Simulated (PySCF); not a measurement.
These are B3LYP-D3(BJ)/def2-TZVP // M06-2X/def2-TZVP run with PySCF values and carry that method's errors. Gas-phase values, no solvent. B3LYP has the VWN-RPA correlation part, as in Gaussian. Delta-SCF ions had no search for a lower state. Excitations are Tamm–Dancoff values on a coarser integration grid. The basis has no diffuse functions, so Rydberg states are missing or too high.

Reference species (SMILES): `[NH2+]=C=O` (charge +1, multiplicity 1).

```json
{
  "vertical ionisation energy (Delta-SCF)": "20.19 eV",
  "S1 oscillator strength": "0.000",
  "T1 excitation (TDA)": "5.96 eV"
}
```

Changed species: `N=C=[OH+]` (not the most basic site) (proton added at O3; the reference has proton added at N1).

Task: What does the change do to the vertical ionisation energy (Delta-SCF), S1 oscillator strength and T1 excitation (TDA)?

Result: the vertical ionisation energy (Delta-SCF) is nearly the same; the S1 oscillator strength stays essentially unchanged; the T1 excitation (TDA) goes up by 1.21 eV, to 7.17 eV.
